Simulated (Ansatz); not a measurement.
Stepwise reaction of `FB(Cl)Cl` with methanol, as a gas-phase model of exchange steps in deposition or etching. ΔE in kJ/mol; ΔG adds harmonic PBE0-D4 terms to CCSD(T)/CBS, at 1 bar.

Isolated molecules relaxed with PBE0-D4/def2-TZVP in Ansatz; ΔE leaves out vibrations. CCSD(T)/CBS adds triple-zeta CCSD(T) − MP2 to the extrapolated MP2 energy (def2 sets, frozen cores). This one scheme is used for every species. DFT in def2-TZVPP. B3LYP here is the variant with VWN-RPA as its local correlation; programs differ in this. One conformer a species, not always the lowest.

```tsv
step	reaction	PBE-D4	B3LYP-D4	ωB97M-V	CCSD(T)/CBS	ΔG(400 K)
1	`FB(Cl)Cl` + CH₃OH → `COB(F)Cl` + HCl	-54.8	-64.3	-62.1	-63.0	-66.7
```

Q: Give the row of step 2, `COB(F)Cl` + CH₃OH → `COB(F)OC` + HCl. (Best estimate.)

A: Computed: 
```
step                               reaction  PBE-D4  B3LYP-D4  ωB97M-V  CCSD(T)/CBS  ΔG(400 K)
   2  `COB(F)Cl` + CH₃OH → `COB(F)OC` + HCl   -37.2     -47.5    -46.0        -46.8      -44.2
```

Q: By hand: ΔE of the 2 steps together at CCSD(T)/CBS.

A: (-63.0) + (-46.8) = -109.8 kJ/mol, or -54.9 kJ/mol a step.

In ΔE each step is higher than the one before. All are downhill at CCSD(T)/CBS. ΔG lies between -66.7 and -44.2 kJ/mol a step. PBE-D4 differs from CCSD(T)/CBS by 8.2 to 9.6 kJ/mol a step. Isolated molecules leave out the surface, adducts and barriers. Largest T1 diagnostic: 0.012.
